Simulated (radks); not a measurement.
Results of a calculation; reference values are marked as such.
The gadolinium ion Gd53+, 11 electrons, occupied as [Ne] 4s1 (not the ground configuration).

Code: a radial shooting solver on a logarithmic mesh with Libxc functionals. Model: scalar-relativistic Kohn-Sham, PBEsol, spin-polarised, spherical densities, point nucleus; open shells are filled with parallel spins first (spin-orbit coupling, left out, can overturn this in heavy ions).

Energy parts (eV):
| part | energy |
|---|---|
| total | -221452.02 |
| kinetic | 242424.96 |
| electron-nucleus | -480065.64 |
| Hartree | 19246.95 |
| exchange-correlation | -3058.29 |

Orbitals (lengths in bohr, moments of r in powers of bohr; r(max) is where P^2 peaks):
| orbital | occ. | eigenvalue (eV) | <r> | <r^2> | r(max) |
|---|---|---|---|---|---|
| 1s up | 1 | -54218.43 | 0.02189 | 0.0006538 | 0.01392 |
| 1s down | 1 | -54216.96 | 0.02189 | 0.0006538 | 0.01392 |
| 2s up | 1 | -12147.70 | 0.09170 | 0.009901 | 0.07832 |
| 2s down | 1 | -12146.06 | 0.09169 | 0.009899 | 0.07833 |
| 2p up | 3 | -11281.65 | 0.08067 | 0.007905 | 0.06322 |
| 2p down | 3 | -11280.19 | 0.08066 | 0.007903 | 0.06322 |
| 4s up | 1 | -2725.807 | 0.4014 | 0.1814 | 0.4080 |

The highest occupied level is 4s up at -2725.8 eV. The density falls to 0.001 e/bohr^3 at r = 0.88 bohr. Summed over all electrons, <r^2> = 0.2500 bohr^2, which gives a Langevin (diamagnetic) susceptibility term of -0.198 x 10^-6 cm^3/mol.
